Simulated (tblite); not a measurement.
Species: C6H15PSi.
Numbering: `[CH3:1][CH2:2][P:3]1[CH2:4][C@@H:5]([CH3:6])[C@@H:7]1[SiH3:8]` (hydrogens: H9, H10, H11 on C1; H12, H13 on C2; H14, H15 on C4; H16 on C5; H17, H18, H19 on C6; H20 on C7; H21, H22, H23 on Si8)

Computed with GFN2-xTB (tblite), gas phase: L-BFGS steps from a force-field or distance-geometry start until the largest atomic force falls under 0.01 eV/Å.

Step 13: E = -672.6428 eV
```
atom  x, y, z in Å  |  force x, y, z in eV/Å
C1      2.9751   -0.6125   -0.4914   -0.040   0.005   0.056
C2      2.0449    0.5591   -0.1513   -0.115  -0.023   0.073
P3      0.8099    0.0874    1.1855   -0.054   0.135  -0.201
C4      0.0016   -1.4232    0.4306    0.086  -0.057   0.025
C5     -1.1194   -0.6145   -0.2368    0.057   0.114   0.039
C6     -2.5233   -1.1854   -0.0733    0.055   0.003  -0.017
C7     -0.8602    0.7073    0.5164    0.149   0.117   0.210
Si8    -1.0516    2.3638   -0.4083    0.042  -0.149   0.049
H9      2.7862   -0.9910   -1.4942    0.004   0.056   0.024
H10     2.8253   -1.4405    0.2025    0.052   0.034   0.041
H11     4.0185   -0.3181   -0.4223    0.020   0.032  -0.080
H12     2.6119    1.3795    0.3042    0.004  -0.032  -0.165
H13     1.5416    0.9542   -1.0393    0.081  -0.144   0.114
H14     0.6195   -2.0473   -0.2181   -0.109   0.063   0.035
H15    -0.3643   -2.0297    1.2620   -0.106  -0.126  -0.107
H16    -0.9134   -0.4751   -1.3009    0.033  -0.038  -0.032
H17    -3.2671   -0.3910   -0.1312    0.037  -0.043  -0.070
H18    -2.6267   -1.6827    0.8903   -0.011   0.095   0.023
H19    -2.7297   -1.9190   -0.8508   -0.028   0.009   0.015
H20    -1.4854    0.7433    1.4163   -0.107  -0.041  -0.020
H21     0.1520    2.7086   -1.1580    0.105   0.056  -0.051
H22    -1.3334    3.4445    0.5350   -0.034  -0.047   0.022
H23    -2.1166    2.2094   -1.3978   -0.122  -0.020   0.017
```

Step 14: E = -672.6522 eV
```
atom  x, y, z in Å  |  force x, y, z in eV/Å
C1      2.9769   -0.6106   -0.4905   -0.019  -0.065   0.054
C2      2.0341    0.5501   -0.1441    0.058  -0.026  -0.034
P3      0.8061    0.0814    1.1943    0.016   0.137  -0.142
C4      0.0010   -1.4268    0.4352    0.054  -0.040   0.001
C5     -1.1166   -0.6132   -0.2332    0.028   0.088   0.011
C6     -2.5225   -1.1819   -0.0764    0.063   0.004   0.012
C7     -0.8534    0.7080    0.5201    0.078   0.117   0.163
Si8    -1.0495    2.3624   -0.4071    0.020  -0.067   0.012
H9      2.7848   -0.9951   -1.4911    0.015   0.077   0.035
H10     2.8401   -1.4395    0.2036    0.041   0.000   0.072
H11     4.0215   -0.3113   -0.4273   -0.060   0.048  -0.090
H12     2.6104    1.3714    0.2958   -0.055   0.018  -0.115
H13     1.5311    0.9346   -1.0361    0.038  -0.105   0.115
H14     0.6224   -2.0358   -0.2225   -0.088   0.013   0.044
H15    -0.3662   -2.0449    1.2582   -0.090  -0.105  -0.130
H16    -0.9122   -0.4765   -1.2975    0.064  -0.025  -0.046
H17    -3.2639   -0.3842   -0.1420    0.053  -0.097  -0.076
H18    -2.6273   -1.6723    0.8911   -0.040   0.098   0.008
H19    -2.7226   -1.9235   -0.8503   -0.032   0.066   0.055
H20    -1.4836    0.7461    1.4152   -0.127  -0.035   0.013
H21     0.1452    2.7279   -1.1648    0.088   0.014  -0.029
H22    -1.3371    3.4496    0.5297   -0.024  -0.080   0.023
H23    -2.1237    2.2110   -1.3910   -0.082  -0.036   0.043
```

Step 15: E = -672.6593 eV
```
atom  x, y, z in Å  |  force x, y, z in eV/Å
C1      2.9780   -0.6102   -0.4888    0.011  -0.096   0.040
C2      2.0274    0.5428   -0.1392    0.167  -0.029  -0.097
P3      0.8037    0.0795    1.1981    0.076   0.083  -0.011
C4      0.0011   -1.4295    0.4388    0.004   0.009  -0.012
C5     -1.1137   -0.6104   -0.2303    0.014   0.048  -0.012
C6     -2.5204   -1.1791   -0.0784    0.062   0.017   0.031
C7     -0.8471    0.7103    0.5256   -0.025   0.074   0.066
Si8    -1.0474    2.3603   -0.4062    0.005   0.028  -0.035
H9      2.7839   -0.9966   -1.4883    0.013   0.068   0.033
H10     2.8517   -1.4388    0.2058    0.033  -0.031   0.093
H11     4.0226   -0.3054   -0.4327   -0.100   0.055  -0.083
H12     2.6085    1.3660    0.2874   -0.075   0.068  -0.063
H13     1.5241    0.9184   -1.0320   -0.014  -0.060   0.055
H14     0.6231   -2.0275   -0.2252   -0.048  -0.036   0.025
H15    -0.3693   -2.0580    1.2529   -0.067  -0.071  -0.133
H16    -0.9100   -0.4779   -1.2957    0.080  -0.003  -0.030
H17    -3.2607   -0.3809   -0.1513    0.047  -0.101  -0.077
H18    -2.6285   -1.6629    0.8920   -0.050   0.091   0.007
H19    -2.7181   -1.9257   -0.8491   -0.018   0.087   0.071
H20    -1.4848    0.7474    1.4149   -0.116  -0.024   0.037
H21     0.1419    2.7421   -1.1702    0.050  -0.027   0.001
H22    -1.3403    3.4517    0.5264   -0.014  -0.102   0.021
H23    -2.1304    2.2114   -1.3852   -0.035  -0.049   0.071
```

Step 16: E = -672.6658 eV
```
atom  x, y, z in Å  |  force x, y, z in eV/Å
C1      2.9792   -0.6118   -0.4865    0.036  -0.091   0.021
C2      2.0245    0.5359   -0.1365    0.183  -0.024  -0.099
P3      0.8032    0.0795    1.2008    0.103   0.006   0.109
C4      0.0014   -1.4312    0.4417   -0.033   0.060  -0.017
C5     -1.1105   -0.6068   -0.2280    0.012   0.010  -0.024
C6     -2.5171   -1.1762   -0.0794    0.050   0.033   0.036
C7     -0.8421    0.7137    0.5316   -0.111   0.013  -0.034
Si8    -1.0454    2.3590   -0.4061   -0.004   0.093  -0.067
H9      2.7836   -0.9968   -1.4854    0.002   0.031   0.017
H10     2.8624   -1.4392    0.2098    0.029  -0.053   0.099
H11     4.0217   -0.2992   -0.4391   -0.089   0.052  -0.064
H12     2.6052    1.3628    0.2790   -0.062   0.111  -0.019
H13     1.5176    0.9033   -1.0273   -0.059  -0.021  -0.029
H14     0.6229   -2.0213   -0.2271   -0.006  -0.069  -0.001
H15    -0.3733   -2.0708    1.2455   -0.044  -0.028  -0.119
H16    -0.9066   -0.4792   -1.2947    0.085   0.025  -0.003
H17    -3.2572   -0.3801   -0.1610    0.023  -0.063  -0.072
H18    -2.6307   -1.6531    0.8932   -0.046   0.077   0.019
H19    -2.7147   -1.9260   -0.8468    0.005   0.073   0.066
H20    -1.4881    0.7482    1.4154   -0.083  -0.010   0.042
H21     0.1399    2.7538   -1.1749    0.013  -0.062   0.027
H22    -1.3434    3.4517    0.5241   -0.007  -0.103   0.025
H23    -2.1369    2.2108   -1.3788    0.003  -0.057   0.087
```

Q: Estimate the geometry and energy of step 17. (The exact step hangs on the optimiser's Hessian estimate; all steps are aligned on step 16, rigid shifts and turns removed.)

A: E = -672.6724 eV, largest force 0.191 eV/Å
```
atom  x, y, z in Å  |  force x, y, z in eV/Å
C1      2.9811   -0.6154   -0.4837    0.048  -0.060   0.003
C2      2.0242    0.5280   -0.1353    0.113   0.000  -0.055
P3      0.8045    0.0794    1.2055    0.083  -0.063   0.160
C4      0.0015   -1.4322    0.4442   -0.043   0.085  -0.021
C5     -1.1068   -0.6028   -0.2260    0.016  -0.017  -0.027
C6     -2.5128   -1.1725   -0.0799    0.024   0.044   0.031
C7     -0.8388    0.7177    0.5373   -0.143  -0.044  -0.101
Si8    -1.0436    2.3595   -0.4071   -0.008   0.105  -0.067
H9      2.7834   -0.9970   -1.4822   -0.012  -0.029  -0.005
H10     2.8746   -1.4409    0.2159    0.028  -0.058   0.085
H11     4.0193   -0.2915   -0.4472   -0.038   0.039  -0.036
H12     2.6000    1.3616    0.2699   -0.033   0.136   0.009
H13     1.5090    0.8866   -1.0225   -0.080   0.001  -0.099
H14     0.6228   -2.0160   -0.2290    0.026  -0.077  -0.019
H15    -0.3779   -2.0849    1.2354   -0.024   0.023  -0.092
H16    -0.9012   -0.4802   -1.2938    0.080   0.053   0.023
H17    -3.2532   -0.3803   -0.1729   -0.010   0.002  -0.063
H18    -2.6344   -1.6411    0.8950   -0.031   0.061   0.037
H19    -2.7109   -1.9249   -0.8431    0.031   0.031   0.046
H20    -1.4928    0.7490    1.4165   -0.036   0.003   0.026
H21     0.1379    2.7655   -1.1796   -0.013  -0.090   0.043
H22    -1.3469    3.4503    0.5222   -0.003  -0.083   0.041
H23    -2.1439    2.2090   -1.3705    0.026  -0.062   0.081
```

The energy changes by -0.0065 eV. The first-order estimate −F·Δx gives -0.0090 eV and the mean of the old and new forces, exact on a quadratic surface, -0.0066 eV. The step makes an angle of 67° with the force vector and moves no atom by more than 0.019 Å.

What follows is the cost of the whole relaxation. On an Arm Neoverse V1 with one thread, shared host with 32 logical CPUs at a one-minute load of 11, this took 1.6 s of wall time.
